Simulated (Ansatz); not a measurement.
Energy difference R1 → P1, each structure at its B3LYP-D3(BJ)/def2-TZVP stationary point, reached from a drawn start (curvature not checked).
R1, H2OTi (SMILES [OH][TiH]) (charge 0, multiplicity 3):
```xyz
4

Ti    -0.25652    -0.40517    -0.78458
O     -0.55170     0.03491     0.95226
H     -0.25726     0.46674     1.75556
H      1.06548    -0.09649    -1.92325
```
P1, H2OTi (SMILES [O]=[TiH2]) (charge 0, multiplicity 1):
```xyz
4

Ti     0.000     0.000    -0.025
O      0.000     0.000     1.574
H      1.574     0.000    -0.774
H     -1.574     0.000    -0.774
```

P less R. No zero-point or thermal terms; singlets are restricted closed shells; open shells are unrestricted; no spin–orbit coupling. The spin states of the d-block species are the ones drawn and need not be the lowest.

Frozen-core correlation throughout.

Codes used: Ansatz (an electronic-structure program). No computed number here is a measurement.

Total energies in hartree:

| structure | PBE/def2-TZVPP | B3LYP/def2-TZVPP | CCSD(T)/def2-TZVPP |
|---|---|---|---|
| R1 | -925.595946 | -925.925706 | -924.859392 |
| P1 | -925.608155 | -925.918390 | -924.860178 |

Question: Work out the reaction energy at each level in kcal/mol (1 hartree = 627.50947 kcal/mol), and say how far PBE/def2-TZVPP lies from CCSD(T)/def2-TZVPP.

Answer: 
- PBE/def2-TZVPP: (-925.608155) − (-925.595946) = -0.012209 hartree = -7.66 kcal/mol
- B3LYP/def2-TZVPP: (-925.918390) − (-925.925706) = 0.007316 hartree = 4.59 kcal/mol
- CCSD(T)/def2-TZVPP: (-924.860178) − (-924.859392) = -0.000786 hartree = -0.49 kcal/mol
PBE/def2-TZVPP less CCSD(T)/def2-TZVPP: -7.17 kcal/mol. CCSD(T)/def2-TZVPP is the level counted from, the highest shown, and no exact or measured value.
